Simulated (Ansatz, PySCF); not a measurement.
Caution: the highest occupied level lies above zero, so the state may not be bound. This singlet lies 1.09 eV below the relaxed triplet at the level frozen-core CCSD(T)/aug-cc-pVTZ // B3LYP-D3(BJ)/def2-TZVPD (Ansatz, an electronic-structure program).

B3LYP has the VWN-RPA correlation part, as in Gaussian. 

H2AlS, SMILES `[SH][AlH-]` (lower singlet; H–Al–S–H torsion 0°) (charge -1, multiplicity 1)

The numbers are results of B3LYP-D3(BJ)/def2-TZVPD run with PySCF 2.14.0, not measurements.

```yaml
HOMO: 0.04 eV
total_energy: -641.9363 Ha
cost: very roughly 11 core-seconds
```

```xyz
4

Al     1.1296     0.8858    -0.0930
S     -1.2328     0.6131     0.1067
H      1.4422    -0.7716    -0.1273
H     -1.3391    -0.7273     0.1137
```
Charge -1, spin multiplicity 1.
